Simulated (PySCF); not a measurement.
FHZn.

```xyz
3

Zn     0.0000     0.0000    -0.3560
H      0.0000     0.0000    -1.8629
F      0.0000     0.0000     1.3936
```

Coordinates come from a PBE0-D3(BJ)/def2-TZVP optimisation.

The numbers are results of B3LYP/pcSseg-2 (PySCF), not measurements. Non-relativistic, no solvent.

Computed absolute GIAO shielding of each atom: isotropic value and principal components (ppm):
```json
[
 {"atom": "Zn1", "σ(iso)": "1777.7", "σ11": "1404.8", "σ22": "1404.8", "σ33": "2523.5", "span": "1118.6"},
 {"atom": "H2", "σ(iso)": "27.8", "σ11": "21.2", "σ22": "21.2", "σ33": "41.0", "span": "19.8"},
 {"atom": "F3", "σ(iso)": "369.0", "σ11": "308.5", "σ22": "308.5", "σ33": "489.8", "span": "181.3"}
]
```
